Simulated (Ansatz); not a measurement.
CH₃F₂NSi (`FC1(F)N[SiH2]1`), relaxed with RKS PBE0-D4/def2-TZVP in Ansatz 0.2.0 from a PBE-D4/def2-SVP geometry. The force threshold is 0.005 eV/Å; the program also tests the step.

The species carries charge 0 and has multiplicity 1.

Start:

```xyz
8

F    -0.049   -1.814    0.892
C    -0.471   -0.569    0.497
F    -1.710   -0.403    1.058
N    -0.329   -0.246   -0.848
Si    0.713    0.834    0.037
H    -0.694   -0.712   -1.683
H     0.343    2.287    0.084
H     2.197    0.623   -0.036
```

**Question.** How much energy does the relaxation release, and in how many steps? (Best estimate.)

**Answer.** The calculation gave: 0.05 eV, in 10 steps.

**Question.** Which bonds change most? (Best estimate.)

**Answer.** Ansatz gave: C2–Si5 from 1.893 to 1.856 Å; N4–Si5 from 1.742 to 1.706 Å; Si5–H7 from 1.500 to 1.480 Å; Si5–H8 from 1.501 to 1.481 Å.

**Question.** Give the relaxed structure. (Estimate.)

**Answer.** The calculation gave: 
```xyz
8

F    -0.043   -1.788    0.859
C    -0.463   -0.545    0.500
F    -1.691   -0.406    1.060
N    -0.348   -0.214   -0.845
Si    0.694    0.824    0.019
H    -0.655   -0.732   -1.653
H     0.349    2.262    0.089
H     2.158    0.599   -0.028
```
